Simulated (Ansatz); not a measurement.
Start from `CC[SiH](F)[SiH3]` and change one atom or group to get `F[SiH]([SiH3])[SiH3]`.

Ansatz, PBE0-D4/def2-TZVP geometries, multiplicity 1. Each molecule was computed in one conformer, which needn't be the lowest.

```json
{"property": "zero-point energy (PBE0-D4/def2-TZVP) / kJ/mol", "`CC[SiH](F)[SiH3]`": "267.6"}
{"property": "HOMO energy (B3LYP/def2-TZVPP) / eV", "`CC[SiH](F)[SiH3]`": "-7.77"}
{"property": "size of the dipole moment (ωB97M-V/def2-TZVPP) / D", "`CC[SiH](F)[SiH3]`": "1.61"}
{"property": "HOMO–LUMO gap (PBE0/def2-TZVPP) / eV", "`CC[SiH](F)[SiH3]`": "7.73"}
{"property": "ideal-gas entropy at 298 K and 1 bar (rigid rotor, harmonic PBE0-D4/def2-TZVP) / J/(mol·K)", "`CC[SiH](F)[SiH3]`": "383"}
{"property": "HOMO energy (ωB97M-V/def2-TZVPP) / eV", "`CC[SiH](F)[SiH3]`": "-10.02"}
```

**Question.** What does the change do to each property? (Best estimate.)

**Answer.** Ansatz gave: 
```
                                                                                  property  `F[SiH]([SiH3])[SiH3]`   shift
                                            zero-point energy (PBE0-D4/def2-TZVP) / kJ/mol                   160.4  -107.2
                                                       HOMO energy (B3LYP/def2-TZVPP) / eV                   -7.73    0.04
                                        size of the dipole moment (ωB97M-V/def2-TZVPP) / D                    1.10   -0.51
                                                      HOMO–LUMO gap (PBE0/def2-TZVPP) / eV                    6.92   -0.81
ideal-gas entropy at 298 K and 1 bar (rigid rotor, harmonic PBE0-D4/def2-TZVP) / J/(mol·K)                     376      -7
                                                     HOMO energy (ωB97M-V/def2-TZVPP) / eV                   -9.89    0.13
```

The zero-point energy changes by -107.2 kJ/mol with -9 modes. Dipoles are sizes alone; their direction can turn.

B3LYP here is the variant with VWN-RPA as its local correlation; programs differ in this.
